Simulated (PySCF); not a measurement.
**BrH5, singlet: structure and spectrum**

All numbers come from PySCF, PBE0, basis Br def2-TZVP, H def2-TZVP (no relativity, density fitting).

The structure is a minimum.

| Quantity | Value |
| --- | --- |
| Point group | C4v |
| Bond lengths | Br–H 1.434 Å, Br–H 1.685 Å (×4) |
| Bond angles | H–Br–H 84.2° (×4), H–Br–H 89.4° (×4), H–Br–H 168.3° (×2) |
| Atomisation energy without zero-point energy | 448 kJ/mol |
| Enthalpy at 298.15 K above 0 K | 11.14 kJ/mol |
| Lowest empty level | -1.49 eV |
| Heat capacity Cp at 298.15 K | 48.9 J/(mol K) |
| Principal quadrupole moments (Buckingham, traceless) about the centre of mass | -4.03, -4.03, 8.05 D Å |
| Principal polarisabilities | 21.9, 69.2, 69.2 bohr³ |
| Dipole moment | 0.59 D |
| Highest occupied level | -5.95 eV |
| Entropy at 298.15 K and 1 bar | 233.6 J/(mol K) |
| Rotational symmetry number | 4 |
| Rotational constants | 2.162, 2.162, 1.489 cm⁻¹ |
| Zero-point energy | 90.0 kJ/mol |

Harmonic modes (masses in u: Br 78.918, H 1.008):
| symmetry | ω (cm⁻¹) | IR (km/mol, summed over degenerate members) | μ (u) | type |
| --- | --- | --- | --- | --- |
| b2 | 493 | 0.0 | 1.01 | bend |
| e | 879 | 193 | 1.02 | bend |
| b1 | 1053 | 0.0 | 1.01 | bend |
| a1 | 1085 | 68.8 | 1.06 | bend |
| e | 1151 | 482 | 1.03 | bend |
| e | 1400 | 3824 | 1.03 | stretch |
| a1 | 1539 | 0.0 | 1.01 | stretch |
| b1 | 1599 | 0.0 | 1.01 | stretch |
| a1 | 2424 | 19.8 | 1.02 | stretch |

In C4v the vibrations span b2 + 3e + 2b1 + 3a1. The b1, b2 modes carry no infrared intensity, as symmetry demands.

Charges (e):
| atom | Mulliken | Löwdin | polar tensor | Mayer order to Br1 |
| --- | --- | --- | --- | --- |
| Br1 | 0.15 | 0.33 | 1.64 | – |
| H2 | 0.30 | 0.10 | 0.00 | 0.79 |
| H3,4,5,6 | -0.11 | -0.11 | -0.41 | 0.66 |

Mulliken populations on Br1: s 7.89, p 16.33, d 10.62, f 0.01.

Counting electrons, bromine keeps 2 of its valence electrons outside its bonds, so the VSEPR class is AX5E1 and the expected shape is square pyramidal (C4v), as computed.

The final relaxation and frequency run took roughly 80 core-seconds on a shared host.
